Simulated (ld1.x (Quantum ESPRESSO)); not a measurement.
## Building the PAW potential for Co (LDA (PZ), scalar-relativistic).

The input file (ld1.x (Quantum ESPRESSO) 7.5):

```
&input
   title='Co', zed=27., rel=1, dft='PZ', iswitch=3,
   config='[Ar] 3d7 4s2 4p0 4f-2',
   nld=4, rlderiv=2.55, eminld=-3.0, emaxld=5.0, deld=0.02
 /
 &inputp
   pseudotype=3, lpaw=.true., tm=.true., lloc=-1, rcloc=2.30,
   nlcc=.true., rcore=0.95,
   which_augfun='PSQ', rmatch_augfun_nc=.true.,
   file_pseudopw='Co.UPF', file_wfcaegen='ae.wfc', file_wfcncgen='nc.wfc', file_beta='beta', file_chi='chi', file_wfcusgen='us.wfc'
 /
8
4S  1  0   2.00   0.00  1.95  2.35  0.0
4S  1  0   0.00  -0.05  1.95  2.35  0.0
4P  2  1   0.00   0.00  1.75  2.10  0.0
4P  2  1   0.00   0.70  1.75  2.10  0.0
3D  3  2   7.00   0.00  1.35  1.65  0.0
3D  3  2   0.00   0.50  1.35  1.65  0.0
4F  4  3  -2.00   0.10  1.95  2.30  0.0
4F  4  3  -2.00   0.65  1.95  2.30  0.0
 &test
   configts(1)='3d7 4s2 4p0'
 /
```

Command:

```bash
ld1.x < Co.in > Co.out
```

The program printed (shortened: banner, matrices, multipoles, cross overlaps and the repeated all-electron block are left out):

```
Program LD1 v.7.5
     --------------------------- All-electron run ----------------------------

     Co
     scalar relativistic calculation

     atomic number is 27.00
     dft =PZ   lsd =0 sic =0 latt =0  beta=0.20 tr2=1.0E-14
     Exchange-correlation= PZ
                           (   1   1   0   0   0   0   0)
     mesh =1193 r(mesh) =  99.89935 a.u. xmin = -7.00 dx = 0.01250
     1 Ry =  13.60569312 eV, c = 137.03599908

     n l     nl                  e(Ry)          e(Ha)          e(eV)
     1 0     1S 1( 2.00)      -556.8808      -278.4404     -7576.7497
     2 0     2S 1( 2.00)       -65.9353       -32.9676      -897.0949
     2 1     2P 1( 6.00)       -56.5540       -28.2770      -769.4561
     3 0     3S 1( 2.00)        -7.4873        -3.7436      -101.8698
     3 1     3P 1( 6.00)        -4.8151        -2.4075       -65.5123
     3 2     3D 1( 7.00)        -0.6217        -0.3109        -8.4589
     4 0     4S 1( 2.00)        -0.4175        -0.2087        -5.6803
     4 1     4P 1( 0.00)        -0.1022        -0.0511        -1.3908

     final scf error:  4.4E-15 reached in  25 iterations

     Etot =   -2781.547307 Ry,   -1390.773653 Ha,  -37844.879062 eV

     Ekin =    2816.209536 Ry,    1408.104768 Ha,   38316.482721 eV
     Encl =   -6668.364810 Ry,   -3334.182405 Ha,  -90727.725233 eV
     Eh   =    1184.397073 Ry,     592.198537 Ha,   16114.543115 eV
     Exc  =    -113.789107 Ry,     -56.894553 Ha,   -1548.179664 eV

     normalization and overlap integrals

     s(1S/1S) =  1.000000  <r> =   0.0563  <r2> =    0.0043  r(max) =   0.0370
     s(2S/2S) =  1.000000  <r> =   0.2560  <r2> =    0.0774  r(max) =   0.2131
     s(2P/2P) =  1.000000  <r> =   0.2252  <r2> =    0.0623  r(max) =   0.1723
     s(3S/3S) =  1.000000  <r> =   0.7752  <r2> =    0.6947  r(max) =   0.6731
     s(3P/3P) =  1.000000  <r> =   0.8170  <r2> =    0.7891  r(max) =   0.6816
     s(3D/3D) =  1.000000  <r> =   1.0712  <r2> =    1.5565  r(max) =   0.6648
     s(4S/4S) =  1.000000  <r> =   2.8687  <r2> =    9.6029  r(max) =   2.2914
     s(4P/4P) =  1.000000  <r> =   4.2636  <r2> =   21.9500  r(max) =   3.2113

     ------------------------ End of All-electron run ------------------------

     --------------------- Generating PAW atomic setup --------------------

      Generating local potential from pseudized AE potential:
      Matching radius rcloc =   2.3000

      Local pseudo, rcloc= 2.291 Estimated cut-off energy=     4.65 Ry

      Computing core charge for nlcc:

       r > 0.96 : true rho core
       r < 0.96 : rho core = a sin(br)/r    a=  13.36  b=   2.63

      Integrated core pseudo-charge :   7.29
      Wfc-us  4S rcutus= 2.349  Estimated cut-off energy=     8.09 Ry
      Wfc-us  4S rcutus= 2.349  Estimated cut-off energy=     8.70 Ry
      Wfc-us  4P rcutus= 2.126  Estimated cut-off energy=    15.57 Ry
      Wfc-us  4P rcutus= 2.126  Estimated cut-off energy=    16.55 Ry
      Wfc-us  3D rcutus= 1.656  Estimated cut-off energy=    42.63 Ry
      Wfc-us  3D rcutus= 1.656  Estimated cut-off energy=    70.32 Ry
      Wfc-us  4F rcutus= 2.291  Estimated cut-off energy=    26.33 Ry
      Wfc-us  4F rcutus= 2.291  Estimated cut-off energy=    26.70 Ry

     Required augmentation: PSQ   radius:    2.350000

     Q pseudized with Bessel functions
     Expected ecutrho=     303.5853 due to l1=  2   l2=  3

     Estimated PAW energy = -156.671836 Ryd

     ------------------- End of pseudopotential generation -------------------

     Computing logarithmic derivative in   2.54832
     Computing logarithmic derivative in   2.54832
     Computing the partial wave expansion
     R is outside the sphere for l=    0 j= 0.00
     R is outside the sphere for l=    0 j= 0.00
     R is outside the sphere for l=    1 j= 0.00
     R is outside the sphere for l=    1 j= 0.00
     R is outside the sphere for l=    2 j= 0.00
     R is outside the sphere for l=    2 j= 0.00
     R is outside the sphere for l=    3 j= 0.00
     R is outside the sphere for l=    3 j= 0.00

     ---------------------- Testing the pseudopotential ----------------------

     Co
     scalar relativistic calculation

     atomic number is 27.00   valence charge is  9.00
     dft = SLA  PZ   NOGX NOGC   lsd =0 sic =0 latt =0  beta=0.20 tr2=1.0E-14
     mesh =1193 r(mesh) =  99.89935 xmin = -7.00 dx = 0.01250

     n l     nl             e AE (Ry)        e PS (Ry)    De AE-PS (Ry)
     3 2     3D   1( 7.00)       -0.62172       -0.62172        0.00000
     1 0     4S   1( 2.00)       -0.41749       -0.41749        0.00000
     2 1     4P   1( 0.00)       -0.10222       -0.10222       -0.00000

     eps = 1.3E-15  iter =  4

     Etot =   -2781.547307 Ry,   -1390.773653 Ha,  -37844.879062 eV
     Etotps =  -156.671840 Ry,     -78.335920 Ha,   -2131.628977 eV

     Ekin =     117.280568 Ry,      58.640284 Ha,    1595.683419 eV
     Encl =    -215.982024 Ry,    -107.991012 Ha,   -2938.585143 eV
     Ehrt =      55.818719 Ry,      27.909360 Ha,     759.452367 eV
     Ecxc =    -113.789103 Ry,     -56.894552 Ha,   -1548.179621 eV
     (Ecc =     -11.570782 Ry,      -5.785391 Ha,    -157.428505 eV)

     ---------------------- End of pseudopotential test ----------------------
```

Generation and configuration tests took about 4.8 s on one core of a shared server CPU.

Transferability test of the new file with ld1.x, input:

```
&input
   title='Co', zed=27., rel=1, dft='PZ', iswitch=2,
   config='[Ar] 3d7 4s2 4p0 4f-2'
 /
 &test
   file_pseudo='Co.UPF', nconf=10,
   configts(1)='3d7 4s2 4p0',
   configts(2)='3d7 4s1 4p0',
   configts(3)='3d7 4s0 4p0',
   configts(4)='3d6 4s0 4p0',
   configts(5)='3d7 4s1 4p1',
   configts(6)='3d5 4s0 4p0',
   configts(7)='3d6 4s2 4p1',
   configts(8)='3d6 4s2 4p0',
   configts(9)='3d7 4s2 4p0', lsdts(9)=1,
   configts(10)='3d7 4s1 4p0', lsdts(10)=1
 /
```

```bash
ld1.x < Co.test.in > Co.test.out
```

Pseudopotential blocks of its output, shortened (energy terms left out; the distinct warnings before each block abridged to one line each):

```
     ---------------------- Testing the pseudopotential ----------------------

     n l     nl             e AE (Ry)        e PS (Ry)    De AE-PS (Ry)
     3 2     3D   1( 7.00)       -0.62172       -0.62172        0.00000
     1 0     4S   1( 2.00)       -0.41749       -0.41749        0.00000
     2 1     4P   1( 0.00)       -0.10222       -0.10222       -0.00000

     eps = 1.3E-15  iter =  4

     Etot =   -2781.547307 Ry,   -1390.773653 Ha,  -37844.879062 eV
     Etotps =  -156.671840 Ry,     -78.335920 Ha,   -2131.628977 eV

     ---------------------- End of pseudopotential test ----------------------

          ---------------------- Testing the pseudopotential ----------------------

     n l     nl             e AE (Ry)        e PS (Ry)    De AE-PS (Ry)
     3 2     3D   1( 7.00)       -1.27044       -1.26951       -0.00093
     1 0     4S   1( 1.00)       -0.96136       -0.96160        0.00024
     2 1     4P   1( 0.00)       -0.56452       -0.56466        0.00013

     eps = 5.7E-15  iter =  9

     Etot =   -2780.864088 Ry,   -1390.432044 Ha,  -37835.583398 eV
     Etotps =  -155.988455 Ry,     -77.994227 Ha,   -2122.331047 eV
     dEtot_ae =       0.683219 Ry
     dEtot_ps =       0.683385 Ry,   Delta E=      -0.000167 Ry

     ---------------------- End of pseudopotential test ----------------------

          ---------------------- Testing the pseudopotential ----------------------

     n l     nl             e AE (Ry)        e PS (Ry)    De AE-PS (Ry)
     3 2     3D   1( 7.00)       -2.01329       -2.01176       -0.00153
     1 0     4S   1( 0.00)       -1.55191       -1.55291        0.00100
     2 1     4P   1( 0.00)       -1.08071       -1.08144        0.00073

     eps = 1.1E-16  iter =  7

     Etot =   -2779.608381 Ry,   -1389.804191 Ha,  -37818.498637 eV
     Etotps =  -154.732103 Ry,     -77.366051 Ha,   -2105.237508 eV
     dEtot_ae =       1.938925 Ry
     dEtot_ps =       1.939737 Ry,   Delta E=      -0.000812 Ry

     ---------------------- End of pseudopotential test ----------------------

          Warning: n=3, l=2 expected 0 nodes, found 1
     ---------------------- Testing the pseudopotential ----------------------

     n l     nl             e AE (Ry)        e PS (Ry)    De AE-PS (Ry)
     3 2     3D   1( 6.00)       -3.34237       -3.38782        0.04545  !
     1 0     4S   1( 0.00)       -2.38572       -2.39316        0.00744  !
     2 1     4P   1( 0.00)       -1.81850       -1.82339        0.00489

     eps = 3.6E-16  iter = 11

     Etot =   -2776.948577 Ry,   -1388.474288 Ha,  -37782.310154 eV
     Etotps =  -152.054369 Ry,     -76.027184 Ha,   -2068.805081 eV
     dEtot_ae =       4.598730 Ry
     dEtot_ps =       4.617471 Ry,   Delta E=      -0.018741 Ry

     ---------------------- End of pseudopotential test ----------------------

          ---------------------- Testing the pseudopotential ----------------------

     n l     nl             e AE (Ry)        e PS (Ry)    De AE-PS (Ry)
     3 2     3D   1( 7.00)       -0.75319       -0.75284       -0.00035
     1 0     4S   1( 1.00)       -0.50259       -0.50268        0.00009
     2 1     4P   1( 1.00)       -0.16612       -0.16615        0.00002

     eps = 2.3E-15  iter = 10

     Etot =   -2781.221798 Ry,   -1390.610899 Ha,  -37840.450296 eV
     Etotps =  -156.346269 Ry,     -78.173134 Ha,   -2127.199352 eV
     dEtot_ae =       0.325508 Ry
     dEtot_ps =       0.325571 Ry,   Delta E=      -0.000063 Ry

     ---------------------- End of pseudopotential test ----------------------

          ---------------------- Testing the pseudopotential ----------------------

     n l     nl             e AE (Ry)        e PS (Ry)    De AE-PS (Ry)
     3 2     3D   1( 5.00)       -4.86914       -5.01584        0.14670  !
     1 0     4S   1( 0.00)       -3.32191       -3.36326        0.04135  !
     2 1     4P   1( 0.00)       -2.66883       -2.69423        0.02540  !

     eps = 6.3E-16  iter = 10

     Etot =   -2772.858274 Ry,   -1386.429137 Ha,  -37726.658754 eV
     Etotps =  -147.872481 Ry,     -73.936241 Ha,   -2011.907601 eV
     dEtot_ae =       8.689032 Ry
     dEtot_ps =       8.799359 Ry,   Delta E=      -0.110326 Ry

     ---------------------- End of pseudopotential test ----------------------

          ---------------------- Testing the pseudopotential ----------------------

     n l     nl             e AE (Ry)        e PS (Ry)    De AE-PS (Ry)
     3 2     3D   1( 6.00)       -1.13265       -1.15781        0.02516  !
     1 0     4S   1( 2.00)       -0.58557       -0.58615        0.00058
     2 1     4P   1( 1.00)       -0.20249       -0.20240       -0.00009

     eps = 2.8E-15  iter = 16

     Etot =   -2780.829068 Ry,   -1390.414534 Ha,  -37835.106923 eV
     Etotps =  -155.942798 Ry,     -77.971399 Ha,   -2121.709855 eV
     dEtot_ae =       0.718239 Ry
     dEtot_ps =       0.729042 Ry,   Delta E=      -0.010803 Ry

     ---------------------- End of pseudopotential test ----------------------

          ---------------------- Testing the pseudopotential ----------------------

     n l     nl             e AE (Ry)        e PS (Ry)    De AE-PS (Ry)
     3 2     3D   1( 6.00)       -1.69653       -1.72318        0.02666  !
     1 0     4S   1( 2.00)       -1.08752       -1.08888        0.00136
     2 1     4P   1( 0.00)       -0.64964       -0.65007        0.00044

     eps = 4.4E-15  iter = 12

     Etot =   -2780.411038 Ry,   -1390.205519 Ha,  -37829.419337 eV
     Etotps =  -155.524580 Ry,     -77.762290 Ha,   -2116.019713 eV
     dEtot_ae =       1.136269 Ry
     dEtot_ps =       1.147260 Ry,   Delta E=      -0.010991 Ry

     ---------------------- End of pseudopotential test ----------------------

          ---------------------- Testing the pseudopotential ----------------------

     n l     nl             e AE (Ry)        e PS (Ry)    De AE-PS (Ry)
     3 2     3D   1( 5.00)       -0.70255       -0.70119       -0.00136
     1 0     4S   1( 1.00)       -0.43478       -0.43506        0.00028
     2 1     4P   1( 0.00)       -0.10884       -0.10895        0.00011
     3 2     3D   2( 2.00)       -0.50839       -0.50797       -0.00042
     1 0     4S   2( 1.00)       -0.39725       -0.39716       -0.00009
     2 1     4P   2( 0.00)       -0.09576       -0.09575       -0.00001

     eps = 3.5E-15  iter = 12

     Etot =   -2781.693060 Ry,   -1390.846530 Ha,  -37846.862142 eV
     Etotps =  -156.816909 Ry,     -78.408455 Ha,   -2133.602746 eV
     dEtot_ae =      -0.145754 Ry
     dEtot_ps =      -0.145069 Ry,   Delta E=      -0.000684 Ry

     ---------------------- End of pseudopotential test ----------------------

          ---------------------- Testing the pseudopotential ----------------------

     n l     nl             e AE (Ry)        e PS (Ry)    De AE-PS (Ry)
     3 2     3D   1( 5.00)       -1.35119       -1.34902       -0.00217
     1 0     4S   1( 1.00)       -1.00512       -1.00557        0.00044
     2 1     4P   1( 0.00)       -0.59654       -0.59678        0.00024
     3 2     3D   2( 2.00)       -1.13658       -1.13526       -0.00132
     1 0     4S   2( 0.00)       -0.88212       -0.88225        0.00013
     2 1     4P   2( 0.00)       -0.50375       -0.50384        0.00009

     eps = 9.1E-15  iter =  9

     Etot =   -2781.053616 Ry,   -1390.526808 Ha,  -37838.162057 eV
     Etotps =  -156.177426 Ry,     -78.088713 Ha,   -2124.902134 eV
     dEtot_ae =       0.493691 Ry
     dEtot_ps =       0.494414 Ry,   Delta E=      -0.000723 Ry

     ---------------------- End of pseudopotential test ----------------------
```
